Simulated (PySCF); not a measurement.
C4H6FOSi2 (doublet state).
Structure used (GFN2-xTB), in Å, numbered top down from 1:
```
atom  x, y, z in Å
F1    -1.5383   -2.2042   -0.6107
C2    -1.4237   -0.9964   -0.0407
C3    -2.4967   -0.1758    0.3736
C4    -1.8945    0.9358    0.8789
O5    -0.5597    0.8381    0.7986
C6    -0.2492   -0.3533    0.2301
Si7    1.5599   -0.7992   -0.0208
Si8    2.6309    1.0866    0.6563
H9    -3.5426   -0.3888    0.3026
H10   -2.2982    1.8305    1.3095
H11    1.8720   -1.9221    0.8799
H12    1.6161   -1.3677   -1.3821
H13    2.2266    2.4146    0.1905
H14    4.0967    1.1014    0.6921
```

The hyperfine couplings belong to this conformer and change with its torsions.

The species is `Fc1ccoc1[SiH2][SiH2]` [radical].

Method: UKS B3LYP, pcH-1 on C F H O Si, non-relativistic, mean-field spin-orbit, GIAO in PySCF 2.14.0. One conformer (not necessarily the lowest) at the GFN2-xTB geometry, without solvent, vibrations or thermal averaging. The geometry wasn't refined by DFT: couplings that depend on bond lengths, twists or pyramidal angles can differ widely from those at the functional's own minimum, by a factor of two or more for some ions and for spin on atoms past the first row. Stability of the SCF solution: not tested.

Principal values of hyperfine tensors in MHz (contact, dipolar and spin–orbit terms together), for some of the nuclei:

| atom | isotope | A1 | A2 | A3 |
| --- | --- | --- | --- | --- |
| Si8 | 29Si | -516.43 | -249.50 | -247.92 |
| H12 | 1H | 74.86 | 76.68 | 79.77 |
| H14 | 1H | -18.16 | -5.42 | 0.83 |
| H13 | 1H | -17.83 | -5.10 | 1.04 |
| H11 | 1H | 1.76 | 3.27 | 8.30 |
| O5 | 17O | -5.16 | -3.44 | -3.00 |
| C2 | 13C | -0.66 | -0.58 | -0.28 |
| C6 | 13C | -1.03 | -0.60 | 0.36 |

Problem. Split each tensor into its isotropic and traceless parts, and turn a_iso into mT with g = 2.0043.

Solution. a_iso = (A1 + A2 + A3)/3, Ti = Ai − a_iso; 1 mT corresponds to 28.053 MHz. The tensors hold a spin–orbit part: the run splits a_iso into a_FC + a_SO, and T includes its anisotropic share.

```tsv
atom	a_iso (MHz)	a_FC	a_SO	a_iso (mT)	T1	T2	T3
Si8	-337.95	-338.96	1.01	-12.047	-178.48	88.45	90.03
H12	77.10	77.10	0.00	2.749	-2.24	-0.43	2.67
H14	-7.58	-7.61	0.03	-0.270	-10.58	2.17	8.42
H13	-7.30	-7.32	0.03	-0.260	-10.53	2.20	8.34
H11	4.44	4.44	0.00	0.158	-2.68	-1.18	3.86
O5	-3.87	-3.87	0.00	-0.138	-1.29	0.43	0.87
C2	-0.51	-0.51	0.00	-0.018	-0.15	-0.08	0.23
C6	-0.42	-0.42	0.00	-0.015	-0.60	-0.18	0.78
```

Problem. What spin density at the nucleus of O5 lies behind its contact coupling (g_N = -0.75752)?

Solution. a_FC = 800.24 MHz bohr³ × g_N × ρ(0)/(2S). With a_FC = -3.87 MHz and 2S = 1, ρ(0) = 0.006383 bohr⁻³. The nuclear moment is negative, so coupling and spin density have opposite signs.

Problem. Si7 (29Si, g_N = -1.11058) isn't in the table. Its spin density at the nucleus is 0.00845 bohr⁻³. What is its contact coupling?

Solution. By the same relation, a_FC = -7.51 MHz. Its full tensor has the principal values -13.36, -6.82, -2.29 MHz.

Problem. Which nucleus of the table has the largest anisotropic coupling, and what is its form?

Solution. Si8: -178.5, 88.4, 90.0 MHz (the dipolar term alone has -177.6, 88.0, 89.5), axial, in the ratio +1:+1:−2, the form that spin in one p orbital centred on that nucleus gives (the nuclear moment is negative).

Problem. What first-order splitting does H12 cause when the field lies along A1, A2 or A3 of its tensor (g taken as isotropic, no quadrupole term)?

Solution. 2 lines (I = 1/2), spaced by |A_i|/(g × 13.996): 2.67, 2.73, 2.84 mT along the axes of A1, A2 and A3.

Hardware: Arm Neoverse V1, one thread, shared host with 64 logical CPUs at a one-minute load of 16. Cost: 85 s wall (grids of density and orbitals included), 0.96 GiB resident at most.
